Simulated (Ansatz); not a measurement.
CH8Si3, SMILES `C[Si](=[SiH2])[SiH3]` (charge 0, multiplicity 1).

Cartesian coordinates (Å):
SMILES: C[Si](=[SiH2])[SiH3]
```xyz
12

C     -0.9802     1.6515    -0.5452
Si    -0.2438     0.0203     0.0151
Si    -1.4244    -1.6546     0.6159
Si     2.0487    -0.2880     0.0355
H     -0.6357     2.4674     0.0939
H     -0.6824     1.8748    -1.5718
H     -2.0694     1.6106    -0.4999
H     -2.9049    -1.6652     0.6762
H     -0.7821    -2.9145     1.0502
H      2.6351    -0.1104    -1.3221
H      2.3164    -1.6716     0.5072
H      2.7228     0.6797     0.9450
```
Charge 0, multiplicity 1.

Frozen-core energies in 6-31g from Ansatz (a quantum-chemistry and plane-wave program) at a geometry from PBE0-D3(BJ)/def2-TZVP; the HF reference has <S^2> = 0.00 (restricted, and unstable towards unrestricted orbitals) and the T1 diagnostic is 0.009.

```tsv
level	energy (Ha)
HF	-909.08682
MP2	-909.34449
CCSD	-909.40411
```

Task: Estimate the energies of CCSD(T), CCSDT and CCSDT(Q), and give each level's difference from CCSDT(Q).

Result: 
```json
[
 {"level": "MP2", "energy (Ha)": "-909.34449", "difference from CCSDT(Q) (mHa)": "68.76"},
 {"level": "CCSD", "energy (Ha)": "-909.40411", "difference from CCSDT(Q) (mHa)": "9.15"},
 {"level": "CCSD(T)", "energy (Ha)": "-909.41157", "difference from CCSDT(Q) (mHa)": "1.69"},
 {"level": "CCSDT", "energy (Ha)": "-909.41270", "difference from CCSDT(Q) (mHa)": "0.56"},
 {"level": "CCSDT(Q)", "energy (Ha)": "-909.41326", "difference from CCSDT(Q) (mHa)": "0.00"}
]
```
